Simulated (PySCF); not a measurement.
NICS in one family of compounds.

Probes without a nucleus sit at each ring's centroid and 1 Å off its mean plane on both sides; NICS is minus the shielding there, NICSzz its component along the normal. Level: GIAO PBE0/pcSseg-1 (PySCF, non-relativistic, gas phase) on the GFN2-xTB geometries, one conformer each. Atom numbers follow the mapped SMILES.

Task: Order these rings by mean NICS(1)zz, lowest (most negative) first (ppm).
A. ring C1–C2–C3–N4–C8 in `[cH:1]1[cH:2][cH:3][n:4]([C@H:5]2[CH2:6][SiH2:7]2)[cH:8]1`
B. ring C4–C5–Si6 in `[O:1]=[CH:2][NH:3][C@@H:4]1[CH2:5][SiH2:6]1`
C. ring C1–C2–S3–C4–C8 in `[cH:1]1[cH:2][s:3][c:4]([C@H:5]2[CH2:6][SiH2:7]2)[cH:8]1`
D. ring C1–C2–C3–C4–N8–C9 in `[cH:1]1[cH:2][cH:3][c:4]([C@@H:5]2[CH2:6][SiH2:7]2)[n:8][cH:9]1`
E. ring C3–C4–Si5 in `[CH3:1][O:2][C@@H:3]1[CH2:4][SiH2:5]1`
F. ring C3–C4–Si5 in `[CH3:1][CH2:2][C@H:3]1[CH2:4][SiH2:5]1`

Result: A (-28.4), D (-24.7), C (-23.4), F (-16.9), E (-15.7), B (-13.6).

```csv
SMILES,ring,NICS(0),NICS(1),NICS(1)zz,HOMA,rms pucker (Å),ring atoms with four or more neighbours
c1ccn([C@H]2C[SiH2]2)c1,5-membered ring with N; formal bonds all aromatic,-13.6,-10.8,-28.4,0.92,0.00,0
c1ccc([C@@H]2C[SiH2]2)nc1,6-membered ring with N; formal bonds all aromatic,-6.3,-10.2,-24.7,0.99,0.00,0
c1csc([C@H]2C[SiH2]2)c1,5-membered ring with S; formal bonds all aromatic,-11.6,-10.3,-23.4,0.77,0.00,0
CC[C@H]1C[SiH2]1,3-membered ring with Si; formal bonds all single,-28.3,-8.4,-16.9,–,0.00,3
CO[C@@H]1C[SiH2]1,3-membered ring with Si; formal bonds all single,-25.0,-8.1,-15.7,–,0.00,3
O=CN[C@@H]1C[SiH2]1,3-membered ring with Si; formal bonds all single,-24.0,-7.1,-13.6,–,0.00,3
```

NICS(0) gives another order. The isotropic NICS(1) gives another order. HOMA uses Krygowski's 1993 parameters; it is left out where a ring has a four-coordinate atom, a triple bond, no multiple bond or a kind of bond without parameters. NICS(1) and NICS(1)zz are means over the two faces.
